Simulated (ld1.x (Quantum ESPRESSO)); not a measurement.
What one change does to a pseudopotential (nitrogen, RRKJ)

* Element: N
* Generator: ld1.x (Quantum ESPRESSO) 7.5
* Type: norm-conserving RRKJ (Kleinman–Bylander form)
* Functional: LDA (PZ)
* Relativity: scalar-relativistic
* Frozen core: [He]
* Valence charge: 5
* Reference configuration: 2s2 2p2.5 (charge +0.5)
* Partial waves: 2s (bound): rc 0.85 bohr; 2p (bound): rc 1.15 bohr; 3d channel at 0.15 Ry: rc 1.25 bohr
* Local potential: the d channel
* Core correction: none
* rho0: 0.01

Change: core correction a·sin(br)/r model core inside 0.44 bohr.

Cutoffs: the cutoffs (Ry, on a coarse ladder) from which the occupation-weighted sum of valence levels, in a spherical-Bessel basis at the reference potential, stays within 10 and 1 mRy of its value at 400 Ry; they do not see the model core or the augmentation charge, which bear on the density cutoff. Errors are all-electron minus pseudo energies relative to the spin-unpolarised reference configuration.

Task: Predict the effect on cutoff, ghosts and configuration errors.

Result: The potential gets neither clearly harder nor softer (90 Ry and 160 Ry → 90 Ry and 160 Ry); of the 9 tests that both files solve, the error grows in 0 and shrinks in 9 by more than 15 % and 0.3 meV (median size 49.4 → 25.3 meV); neither file shows a bound ghost. Exchange and correlation are not linear in the density, so unscreening with the valence charge alone errs where core and valence overlap; a model core restores that term. A model core, the more so a compact one, raises the density cutoff, which this test does not measure.

```csv
quantity,base,changed
"cutoff, loose",90 Ry,90 Ry
"cutoff, tight",160 Ry,160 Ry
bound ghosts,none,none
"error for 2s2 2p3, meV [ΔE -5.17 eV]",+1.0,+0.6
"error for 2s2 2p2, meV [ΔE 8.57 eV]",+2.3,+0.9
"error for 2s2 2p1, meV [ΔE 37.53 eV]",+56,+26
"error for 2s1 2p3, meV [ΔE 20.02 eV]",+7.3,+4.5
"error for 2s1 2p4, meV [ΔE 6.04 eV]",+15,+7.2
"error for 2s0 2p5, meV [ΔE 17.29 eV]",+49,+25
"error for 2s2 2p0, meV [ΔE 84.70 eV]",+335,+149
"error for 2s2 2p2.5 (spin-polarised), meV [ΔE -2.31 eV]",+256,+42
"error for 2s2 2p3 (spin-polarised), meV [ΔE -8.06 eV]",+297,+51
s: phases at 1.35 bohr within 0.05 rad from the reference energy up to (Ry; the scan ends near 5),to the end of the scan,to the end of the scan
p: phases at 1.35 bohr within 0.05 rad from the reference energy up to (Ry; the scan ends near 5),to the end of the scan,to the end of the scan
d: phases at 1.35 bohr within 0.05 rad from the reference energy up to (Ry; the scan ends near 5),to the end of the scan,to the end of the scan
```
